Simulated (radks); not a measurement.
Task: These are the eigenvalues of the occupied orbitals of an atom or ion with whole-number occupations (Ry). Method: scalar-relativistic Kohn-Sham, PBE, spin-polarised, spherical densities, finite nucleus; Fermi nuclear charge, rms radius of each element as measured or else 0.836 A^(1/3) + 0.57 fm; computed with a radial shooting solver on a logarithmic mesh with Libxc functionals.

1s up: -1866.416
1s down: -1866.412
2s up: -278.9538
2s down: -278.8831
2p up: -250.7072
2p down: -250.6530
3s up: -55.02463
3s down: -54.98720
3p up: -45.75205
3p down: -45.70941
3d up: -31.14545
3d down: -31.08061
4s up: -11.66066
4s down: -11.37686
4p up: -8.91133
4p down: -8.61763
4d up: -4.87589
4d down: -4.57689
5s up: -3.40179

Which element is it, and in what charge state? The configuration may be excited. Open shells, if any, are filled with parallel spins first.

Result: Z = 47, silver, charge +4: Ag4+ in [Kr] 4d6 5s1. The list shows which subshells hold electrons but not how many an open one holds; the 1s level, -933.21 hartree, gives Z - s = 43.2 by -(Z - s)^2/2, which with screening and relativity narrows Z to a few neighbours, and the depths of the outer levels then fix element, charge and occupations together.
